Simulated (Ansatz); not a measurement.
A structure drawn as `C=CN([SiH3])C=O`, with this starting geometry:

```xyz
13

C     1.0217   -1.8151   -0.3787
C     0.0752   -1.1674    0.3753
N    -0.3620    0.1399    0.2918
Si    0.3182    1.3696   -0.8771
C    -1.2568    0.6436    1.2000
O    -1.8081    0.0248    2.1172
H     1.1923   -2.8368   -0.2034
H     1.5165   -1.3181   -1.2311
H    -0.4050   -1.7205    1.2179
H    -0.6262    2.5137   -0.8774
H     1.6218    1.7343   -0.4808
H     0.2841    0.7227   -2.2124
H    -1.5718    1.7094    1.0587
```

The species carries charge 0 and has multiplicity 1.

Task: Does it keep its bonds when Ansatz relaxes it at PBE-D4/def2-SVP and then PBE0-D4/def2-TZVP?

Result: Yes, every drawn bond is still there and no new one forms.

Task: Give the relaxed structure. (Best estimate.)

Result: Computed: 
Z-matrix (Å, degrees):
```
Si
N 1 1.761
H 1 1.480 2 105.6
H 1 1.482 2 109.8 3 -119.7
H 1 1.482 2 109.8 3 119.7
C 2 1.400 1 121.1 3 179.9
C 2 1.382 1 121.3 3 -0.1
C 6 1.329 2 125.0 1 0.0
H 6 1.083 2 113.0 1 -180.0
O 7 1.203 2 125.2 1 -180.0
H 7 1.103 2 112.3 1 0.0
H 8 1.085 6 123.5 2 0.0
H 8 1.081 6 119.6 2 -180.0
```
No frequency check was run.

Atoms count as bonded under 1.1 times the sum of their covalent radii (H–H under 0.85 Å, pairs among N, O and F under 1.55 Å), and a drawn bond as lost past 1.3 times.
